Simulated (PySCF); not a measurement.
fluoromethane (CH3F), singlet, at a GFN2-xTB geometry. Base run: TPSS/aug-cc-pVDZ in PySCF.

Geometry (Å):
```xyz
5

C     -0.6138     0.0984     0.0713
F      0.7244    -0.1161    -0.0841
H     -0.8621    -0.0603     1.1213
H     -0.8287     1.1250    -0.2273
H     -1.1459    -0.6101    -0.5646
```
Charge 0, spin multiplicity 1.
All else is at PySCF's defaults.

Each row names what was changed in the base input (with any setting that the change needs).

```json
[
 {"change": "base", "E (Eh)": "-139.77404", "HOMO (eV)": "-8.14", "HOMO-LUMO gap (eV)": "7.86", "dipole (D)": "1.67", "core-seconds (rough)": "3"},
 {"change": "functional = blyp; dispersion = d3bj", "E (Eh)": "-139.72442", "HOMO (eV)": "-7.96", "HOMO-LUMO gap (eV)": "7.46", "dipole (D)": "1.66", "core-seconds (rough)": "2"},
 {"change": "functional = mn15", "E (Eh)": "-139.61972", "HOMO (eV)": "-10.66", "HOMO-LUMO gap (eV)": "11.57", "dipole (D)": "1.77", "core-seconds (rough)": "4"},
 {"change": "functional = hf", "E (Eh)": "…", "HOMO (eV)": "…", "HOMO-LUMO gap (eV)": "…", "dipole (D)": "…", "core-seconds (rough)": "0.7"},
 {"change": "functional = blyp", "E (Eh)": "-139.72177", "HOMO (eV)": "-7.96", "HOMO-LUMO gap (eV)": "7.46", "dipole (D)": "1.66", "core-seconds (rough)": "2"},
 {"change": "functional = pbe0", "E (Eh)": "…", "HOMO (eV)": "…", "HOMO-LUMO gap (eV)": "…", "dipole (D)": "…", "core-seconds (rough)": "2"},
 {"change": "functional = b97-1", "E (Eh)": "-139.71550", "HOMO (eV)": "-9.51", "HOMO-LUMO gap (eV)": "9.61", "dipole (D)": "1.72", "core-seconds (rough)": "2"},
 {"change": "functional = r2scan", "E (Eh)": "-139.68584", "HOMO (eV)": "-8.39", "HOMO-LUMO gap (eV)": "8.73", "dipole (D)": "1.68", "core-seconds (rough)": "4"},
 {"change": "functional = wb97m_v", "E (Eh)": "-139.70108", "HOMO (eV)": "-12.30", "HOMO-LUMO gap (eV)": "12.77", "dipole (D)": "1.75", "core-seconds (rough)": "70"},
 {"change": "functional = pbe; dispersion = d4", "E (Eh)": "…", "HOMO (eV)": "…", "HOMO-LUMO gap (eV)": "…", "dipole (D)": "…", "core-seconds (rough)": "2"},
 {"change": "functional = lda,vwn", "E (Eh)": "…", "HOMO (eV)": "…", "HOMO-LUMO gap (eV)": "…", "dipole (D)": "1.67", "core-seconds (rough)": "1"},
 {"change": "functional = b3lyp; dispersion = d4", "E (Eh)": "-139.76189", "HOMO (eV)": "-9.58", "HOMO-LUMO gap (eV)": "9.36", "dipole (D)": "1.74", "core-seconds (rough)": "3"},
 {"change": "functional = m062x", "E (Eh)": "-139.69863", "HOMO (eV)": "-11.51", "HOMO-LUMO gap (eV)": "11.51", "dipole (D)": "1.77", "core-seconds (rough)": "3"}
]
```

**Question.** Fill in the missing entries.

**Answer.** 
- functional = hf, E (Eh): -139.05744
- functional = hf, HOMO (eV): -14.36
- functional = hf, HOMO-LUMO gap (eV): 15.31
- functional = hf, dipole (D): 1.95
- functional = pbe0, E (Eh): -139.61076
- functional = pbe0, HOMO (eV): -9.82
- functional = pbe0, HOMO-LUMO gap (eV): 9.88
- functional = pbe0, dipole (D): 1.73
- functional = pbe; dispersion = d4, E (Eh): -139.60305
- functional = pbe; dispersion = d4, HOMO (eV): -7.99
- functional = pbe; dispersion = d4, HOMO-LUMO gap (eV): 7.60
- functional = pbe; dispersion = d4, dipole (D): 1.63
- functional = lda,vwn, E (Eh): -138.72791
- functional = lda,vwn, HOMO (eV): -8.08
- functional = lda,vwn, HOMO-LUMO gap (eV): 7.72

Total energies compare only within one method and basis.
